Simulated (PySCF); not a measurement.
# How methods differ on the ionisation energy of Tc³¹⁺

Tc³¹⁺ [Ne] 3s2 → Tc³²⁺ [Ne] 3s1 [3s1/2^1, M_J = 1/2], as a difference of total energies. Calculation: PySCF 2.14, in an uncontracted even-tempered set (19 s from 5.2 bohr⁻², ratio 2.4; 13 p from 6.8 bohr⁻², ratio 2.4; 4 d from 23 bohr⁻², ratio 2.6; 4 f from 34 bohr⁻², ratio 2.6); the two-component X2C-1e Hamiltonian. Correlated levels: 1s2 frozen; the 50 highest virtual spinors dropped. "Screened" scales the spin-orbit matrix elements by Boettger's factors to mimic the two-electron term; Breit and QED terms are absent.

```csv
method,ionisation energy (eV)
GHF (screened spin-orbit),1831.8
GMP2 (screened spin-orbit),1835.0
```

Q: How much does correlation contribute at GMP2 (screened spin-orbit)?

A: 1835.0 − (1831.8) = 3.2 eV, measured against GHF (screened spin-orbit).

Breit and QED terms and the two-electron picture change are absent.

For comparison: 1838 ± 3 eV (semi-empirical (NIST evaluation); NIST Atomic Spectra Database, ionization energies).
